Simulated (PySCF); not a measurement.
## Dipole moment and polarisability of `O=C1C=CC(=O)C1F`

Compound: C5H3FO2.
SMILES with atom numbers: `[O:1]=[C:2]1[CH:3]=[CH:4][C:5](=[O:6])[CH:7]1[F:8]` (hydrogens: H9 on C3; H10 on C4; H11 on C7)

Structure used (GFN2-xTB), in Å, numbered top down from 1:
```xyz
11
C5H3FO2 angstrom
O      2.4066    0.0256    0.2441
C      1.2250    0.0944    0.0666
C      0.3491    1.2775    0.2269
C     -0.9430    0.9369    0.1926
C     -1.1133   -0.5215    0.0008
O     -2.1164   -1.1648    0.1111
C      0.2874   -1.0507   -0.3524
F      0.5843   -2.2373    0.2525
H      0.7580    2.2633    0.3688
H     -1.7912    1.5912    0.3010
H      0.3590   -1.2120   -1.4380
```

Level: CAM-B3LYP/def2-SVPD (PySCF), static field, nuclei fixed, core orbitals frozen in the response. The polarisability tensor in these axes (au):

```
x   82.75  5.62  0.57
y    5.62 62.63  2.57
z    0.57  2.57 41.09
```

What are the eigenvalues, a third of the trace, and Δα (Δα² = ½Σ(αi − αj)² over the three pairs)?

Principal values 40.79, 61.44 and 84.25 au; mean 62.16 au = 9.21 Å³ = 10.25 × 10⁻⁴⁰ C²·m²/J; Δα = 37.65 au (61 % of the mean).

What is the dipole moment, and where does it point?

(-1.00, 3.93, -1.29) D, 4.25 D in size, pointing from the negative to the positive side. Measured along this direction, the outermost atoms are F8 at the negative end and H9 and H10 at the positive end.

Refractivity n − 1 of an ideal gas of it at 298.15 K and 1 atm, from the electronic α?

N = p/kT = 2.4615 × 10¹⁹ cm⁻³, so n − 1 = 2π × N × 9.21 × 10⁻²⁴ cm³ = 1425 × 10⁻⁶ at long wavelengths, for an ideal gas.

What depolarisation ratio follows for Rayleigh scattering of linearly polarised light, taking the static tensor?

ρ = 3Δα²/(45ᾱ² + 4Δα²) = 4252.2/(173866 + 5669.7) = 0.0237.

In a dilute gas of rigid molecules at 350 K, how does the orientational term μ²/3kT compare with the electronic polarisability?

In Gaussian units μ²/3kT = 124.84 Å³ against 9.21 Å³, a ratio of 13.55; the Debye molar polarisation (4π/3)N_A(α + μ²/3kT) is 338.1 cm³/mol, leaving out the vibrational part.

Find the Langevin capture rate constant for NH4+ (18.034 u) meeting this molecule (114.012 u), k = 2.342 × 10⁻⁹ cm³/s × √(α in Å³ / reduced mass in u).

The reduced mass is 15.57 u, so k = 1.80 × 10⁻⁹ cm³/s. The formula leaves out the permanent dipole, which adds to the capture rate.

Isolated species at its GFN2-xTB geometry (one conformer only).

These values come from a run that also computed excited states. The run took 35 s of wall time on Arm Neoverse V1, one thread (shared host).
